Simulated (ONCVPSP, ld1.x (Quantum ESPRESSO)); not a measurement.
Potentials for Si (Z = 14) compared

Generated with ld1.x 7.5 (TM, RRKJ, ultrasoft, PAW), atompaw 4.2 or ONCVPSP 4.0.1. The cutoff is in Ry: for ld1.x and atompaw files where the sum of valence levels is converged to 10 mRy in a Bessel basis, for ONCV files where the hardest occupied wave has 1 mHa per electron of residual kinetic energy. The error is the largest all-electron minus pseudo excitation energy over each file’s own four to seven test configurations (ionisations up to +4, promotions, holes and added fractions of an electron), all of which were solved. The labels leave out finer settings (local radius, basis sizes, second energies), which also bear on the numbers. Spin-polarised tests are not counted. The rows are a selection from randomly drawn settings: files with unsolved tests, undetermined cutoffs or missed reference levels are left out.

A true bound ghost makes a file unfit for plane-wave use even where its test errors are small: the radial tests pick states by their node count and pass the ghost by.

| potential | cutoff (Ry) | largest error (meV) | bound ghosts |
| --- | --- | --- | --- |
| ONCV, PBE, scalar-relativistic, rc 1.35/1.10 (sp), local smoothed, core correction no, reference 3s2, qcut 4/9, projectors 2/2 | 93 | +68 | p |
| PAW, LDA (PZ), scalar-relativistic, rc 1.55/2.45/2.05 (spd), local smoothed, core correction yes, reference 3s2 3p2 | 15 | -69 | none |
| ONCV, PBE, scalar-relativistic, rc 1.80/2.45/2.60 (spd), local smoothed, core correction yes, reference 3s2 3p2, qcut 4.5/3.3/4.4, projectors 1/2/1 | 15 | -144 | s |

Q: Fill in the row for Si: PAW, PBEsol, non-relativistic, rc 2.05/2.25/1.40 (spd), local smoothed, core correction yes, reference 3s2 3p1.5.

A: cutoff 8 Ry, largest error -56 meV, bound ghosts: none.

Q: Fill in the row for Si: ONCV, PBEsol, scalar-relativistic, rc 1.65/2.04/1.65 (spd), local s, core correction yes, reference 3s2 3p2, qcut 3.1/4.1/4.9, projectors 0/2/1.

A: cutoff 48 Ry, largest error +58 meV, bound ghosts: none.
